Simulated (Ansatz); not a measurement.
`[SH][GeH]` + HBr → `[GeH][Br]` + H₂S  (ligand exchange at a Ge–S bond)

Computed with Ansatz on PBE0-D4/def2-TZVP structures; ΔE is electronic, products minus reactants. CBS: MP2 limit from def2 TZ/QZ plus the TZ coupled-cluster correction, frozen cores. This one scheme is used for every species. DFT in def2-TZVPP. B3LYP here is the variant with VWN-RPA as its local correlation; programs differ in this. HSE06 is defined as in plane-wave codes. For Br, Ge outer-core shells are correlated without core-valence functions, which leaves a few kJ/mol of doubt a bond. Scalar relativity is left out up to krypton.

(1) Is it downhill or uphill in electronic energy at CCSD(T)/CBS, and by how much? (Estimate.)

(2) What do these levels give: B97M-V, B3LYP-D4, r2SCANh-D4, PBE-QIDH, r2SCAN, r2SCAN0, HSE06, HF/def2-SVP, MP2/def2-SVP, HF/def2-TZVPP, HF/def2-QZVPP, HF/CBS(def2)? (Estimate.)

Largest T1 diagnostic among the species: 0.015.

## Answers

(1) Ansatz gave: Downhill: ΔE = -22.1 kJ/mol.

(2) The calculation gave: B97M-V -21.2, B3LYP-D4 -24.8, r2SCANh-D4 -21.1, PBE-QIDH -22.7, r2SCAN -20.1, r2SCAN0 -23.0, HSE06 -22.7, HF/def2-SVP -33.1, MP2/def2-SVP -21.4, HF/def2-TZVPP -37.3, HF/def2-QZVPP -37.4, HF/CBS(def2) -37.4 kJ/mol.

Leaving LDA and LC-ωPBE aside and taking each functional with its dispersion term where it has one, the values, not all of them listed here, spread over 10.8 kJ/mol, from BHLYP-D4 to revPBE-D4. LDA lies +6.3 kJ/mol from PBE without D4. From BLYP to BHLYP (50 % exact exchange), in def2-TZVPP and without D4, ΔE moves by −5.5 kJ/mol.
